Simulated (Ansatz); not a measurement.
Basis sets compared for NbSeBr3. Charge 0, multiplicity 1. Geometry PBE0-D4/def2-SVP. Ansatz on 2 threads of AMD EPYC 7R13 on a shared host; times are rough, and most runs start from earlier orbitals.

```xyz
5

Nb    0.001    0.000    0.000
Se   -1.837   -0.832    0.996
Br   -0.545    0.472   -2.304
Br    1.748   -1.660    0.146
Br    0.634    2.019    1.163
```

In the def2 sets Nb takes a core potential; there is no spin–orbit coupling. The restricted singlet is unstable towards broken spin symmetry in Hartree–Fock (as tested in another run); at PBE-D4/def2-SVP, PBE-D4/def2-TZVPD, PBE0-D4/def2-SVP, PBE0-D4/def2-TZVP and others this wasn't settled.

Binding counts from free atoms (Nb sextet, Se triplet, Br doublet) in the same basis, without a counterpoise term.

| level | functions | energy (Eh) | HOMO (eV) | LUMO (eV) | binding per atom (eV) | wall time |
| --- | --- | --- | --- | --- | --- | --- |
| PBE-D4/def2-SVP | 159 | -10178.5513 | -6.72 | -4.03 | 3.68 | 3.3 s |
| PBE-D4/def2-TZVP (with forces) | 232 | -10179.7945 | -6.77 | -4.10 | 3.64 | 7.5 s |
| PBE0-D4/def2-SVP | 159 | -10178.8415 | -7.88 | -3.46 | 3.42 | 7 s |
| PBE0-D4/def2-TZVP | 232 | -10180.0857 | -7.87 | -3.47 | 3.40 | 16 s |
| ωB97X-V/def2-TZVP | 232 | -10180.2783 | -10.02 | -1.55 | 3.41 | 30 s |

Problem. Estimate the rows for PBE-D4/def2-TZVPD, PBE0-D4/def2-TZVPD, ωB97X-V/def2-TZVPD.

Solution. 
```tsv
level	functions	energy (Eh)	HOMO (eV)	LUMO (eV)	binding per atom (eV)	wall time
PBE-D4/def2-TZVPD	268	-10179.7957	-6.79	-4.12	3.63	9 s
PBE0-D4/def2-TZVPD	268	-10180.0870	-7.88	-3.48	3.40	19 s
ωB97X-V/def2-TZVPD	268	-10180.2795	-10.03	-1.57	3.41	43 s
```
